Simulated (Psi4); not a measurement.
H₉Si₄, doublet, at a GFN2-xTB geometry; PBE0/aug-cc-pVDZ run with Psi4.

Input for Psi4:
```
memory 2 GB

molecule mol {
0 2
Si   -0.641284    2.181779    0.054815
Si    0.057974    0.012542   -0.353776
Si    2.165529   -0.555307    0.419552
Si   -1.564639   -1.634818   -0.227928
H     0.384270    3.151778   -0.343251
H    -0.963824    2.498413    1.453728
H    -1.851107    2.499564   -0.710887
H     3.172125    0.412344   -0.029490
H     2.577374   -1.867728   -0.088939
H     2.314220   -0.631626    1.880075
H    -1.053207   -2.917361   -0.722122
H    -2.729662   -1.293239   -1.050930
H    -2.096318   -1.910890    1.114537
}

set {
  basis aug-cc-pvdz
  reference uks
  s_tolerance 1e-2
  s_orthogonalization canonical
}

energy('pbe0')
print_variables()
```

It wrote (shortened):

```
   => Loading Basis Set <=

    Name: AUG-CC-PVDZ
    Role: ORBITAL
    Keyword: BASIS

         ---------------------------------------------------------
                                   SCF
               by Justin Turney, Rob Parrish, Andy Simmonett
                          and Daniel G. A. Smith
                              UKS Reference
         ---------------------------------------------------------

  ==> Geometry <==

    Molecular point group: c1
    Full point group: C1

    Geometry (in Angstrom), charge = 0, multiplicity = 2:

       Center              X                  Y                   Z               Mass
    ------------   -----------------  -----------------  -----------------  -----------------
         SI          -0.643299069982     2.181298032890     0.067118707336    27.976926534650
         SI           0.055958930018     0.012061032890    -0.341472292664    27.976926534650
         SI           2.163513930018    -0.555787967110     0.431855707336    27.976926534650
         SI          -1.566654069982    -1.635298967110    -0.215624292664    27.976926534650
         H            0.382254930018     3.151297032890    -0.330947292664     1.007825032230
         H           -0.965839069982     2.497932032890     1.466031707336     1.007825032230
         H           -1.853122069982     2.499083032890    -0.698583292664     1.007825032230
         H            3.170109930018     0.411863032890    -0.017186292664     1.007825032230
         H            2.575358930018    -1.868208967110    -0.076635292664     1.007825032230
         H            2.312204930018    -0.632106967110     1.892378707336     1.007825032230
         H           -1.055222069982    -2.917841967110    -0.709818292664     1.007825032230
         H           -2.731677069982    -1.293719967110    -1.038626292664     1.007825032230
         H           -2.098333069982    -1.911370967110     1.126840707336     1.007825032230

  Running in c1 symmetry.

  Rotational constants: A =      0.06245  B =      0.06243  C =      0.03273 [cm^-1]
  Rotational constants: A =   1872.10322  B =   1871.48497  C =    981.34569 [MHz]
  Nuclear repulsion =  313.722098243928656

  Charge       = 0
  Multiplicity = 2
  Electrons    = 65
  Nalpha       = 33
  Nbeta        = 32

  ==> Algorithm <==

  SCF Algorithm Type is DF.
  DIIS enabled.
  MOM disabled.
  Fractional occupation disabled.
  Guess Type is SAD.
  Energy threshold   = 1.00e-06
  Density threshold  = 1.00e-06
  Integral threshold = 1.00e-12

  ==> Primary Basis <==

  Basis Set: AUG-CC-PVDZ
    Blend: AUG-CC-PVDZ
    Number of shells: 89
    Number of basis functions: 189
    Number of Cartesian functions: 197
    Spherical Harmonics?: true
    Max angular momentum: 2

  ==> DFT Potential <==

   => LibXC <=

    Version 7.1.2
    S. Lehtola, C. Steigemann, M. J. T. Oliveira, and M. A. L. Marques,  SoftwareX 7, 1–5 (2018) (10.1016/j.softx.2017.11.002)

   => Composite Functional: PBE0 <=

    PBE0 Hyb-GGA Exchange-Correlation Functional

    C. Adamo and V. Barone,  J. Chem. Phys. 110, 6158 (1999) (10.1063/1.478522)
    M. Ernzerhof and G. E. Scuseria,  J. Chem. Phys. 110, 5029 (1999) (10.1063/1.478401)

    Deriv               =              1
    GGA                 =           TRUE
    Meta                =          FALSE

    Exchange Hybrid     =           TRUE
    MP2 Hybrid          =          FALSE

   => Exchange Functionals <=

    0.7500   Perdew, Burke & Ernzerhof

   => Exact (HF) Exchange <=

    0.2500               HF

   => Correlation Functionals <=

    1.0000   Perdew, Burke & Ernzerhof

   => LibXC Density Thresholds  <==

    XC_HYB_GGA_XC_PBEH:  1.00E-15

   => Molecular Quadrature <=

    Radial Scheme          =       TREUTLER
    Pruning Scheme         =           NONE
    Nuclear Scheme         =       TREUTLER

    Blocking Scheme        =         OCTREE
    BS radius alpha        =              1
    Pruning alpha          =              1
[...]
  Minimum eigenvalue in the overlap matrix is 1.6297732395E-04.
  Reciprocal condition number of the overlap matrix is 1.4717196457E-05.
  Overall, 26 of 189 possible MOs eliminated.

  ==> Pre-Iterations <==

  SCF Guess: Superposition of Atomic Densities via on-the-fly atomic UHF (no occupation information).

   -------------------------
    Irrep   Nso     Nmo
   -------------------------
     A        189     163
   -------------------------
    Total     189     163
   -------------------------

  ==> Iterations <==

                           Total Energy        Delta E     RMS |[F,P]|

   @DF-UKS iter SAD: -1162.22449937098236   -1.16222e+03   0.00000e+00
   @DF-UKS iter   1: -1162.72789846441742   -5.03399e-01   2.04747e-03 ADIIS/DIIS
   @DF-UKS iter   2: -1162.79074320317136   -6.28447e-02   1.26330e-03 ADIIS/DIIS
   @DF-UKS iter   3: -1162.82381943560199   -3.30762e-02   2.08174e-04 ADIIS/DIIS
   @DF-UKS iter   4: -1162.82485390365514   -1.03447e-03   6.87768e-05 DIIS
   @DF-UKS iter   5: -1162.82497051000291   -1.16606e-04   1.09387e-05 DIIS
   @DF-UKS iter   6: -1162.82497427966200   -3.76966e-06   4.16115e-06 DIIS
   @DF-UKS iter   7: -1162.82497480731490   -5.27653e-07   1.73819e-06 DIIS
   @DF-UKS iter   8: -1162.82497491259278   -1.05278e-07   3.29712e-07 DIIS
  Energy and wave function converged.

  ==> Post-Iterations <==

   Electrons on quadrature grid:
      Nalpha   =   32.9999832199 ; deviation = -1.678e-05
      Nbeta    =   31.9999763316 ; deviation = -2.367e-05
      Ntotal   =   64.9999595515 ; deviation = -4.045e-05

   @Spin Contamination Metric:   5.071162571E-03
   @S^2 Expected:                7.500000000E-01
   @S^2 Observed:                7.550711626E-01
   @S   Expected:                5.000000000E-01
   @S   Observed:                5.000000000E-01

    Orbital Energies [Eh]
    ---------------------

    Alpha Occupied:

[...]
    Alpha Virtual:

[...]
     163A      2.038622

    Beta Occupied:

[...]
    Beta Virtual:

[...]
    Final Occupation by Irrep:
              A
    DOCC [    32 ]
    SOCC [     1 ]
    NA   [    33 ]
    NB   [    32 ]

  @DF-UKS Final Energy: -1162.82497491259278

   => Energetics <=

    Nuclear Repulsion Energy =            313.7220982439286558
    One-Electron Energy =               -2235.5069089306234673
    Two-Electron Energy =                 824.3294019221950748
    DFT Exchange-Correlation Energy =     -65.3695661480928720
    Empirical Dispersion Energy =           0.0000000000000000
    VV10 Nonlocal Energy =                  0.0000000000000000
    Total Energy =                      -1162.8249749125925518

  UHF NO Occupations:
  HONO-2 :   31  A 1.9997359
  HONO-1 :   32  A 1.9982532
  HONO-0 :   33  A 1.0000000
  LUNO+0 :   34  A 0.0017468
  LUNO+1 :   35  A 0.0002641
  LUNO+2 :   36  A 0.0002599
  LUNO+3 :   37  A 0.0001800

Computation Completed

Properties will be evaluated at   0.000000,   0.000000,   0.000000 [a0]

Properties computed using the SCF density matrix

 Multipole Moments:

 ------------------------------------------------------------------------------------
     Multipole            Electronic (a.u.)      Nuclear  (a.u.)        Total (a.u.)
 ------------------------------------------------------------------------------------

 L = 1.  Multiply by 2.5417464519 to convert [e a0] to [Debye]
 Dipole X            :          0.2466704           -0.2475325           -0.0008621
 Dipole Y            :          0.0602807           -0.0590801            0.0012005
 Dipole Z            :         -1.5054853            1.5112971            0.0058118
 Magnitude           :                                                    0.0059968

 ------------------------------------------------------------------------------------

  Variable Map:
  ----------------------------------------------------------------------------
[...]
  Array Variable Map:
  ----------------------------------------------------------------------------
[...]
[...]
```
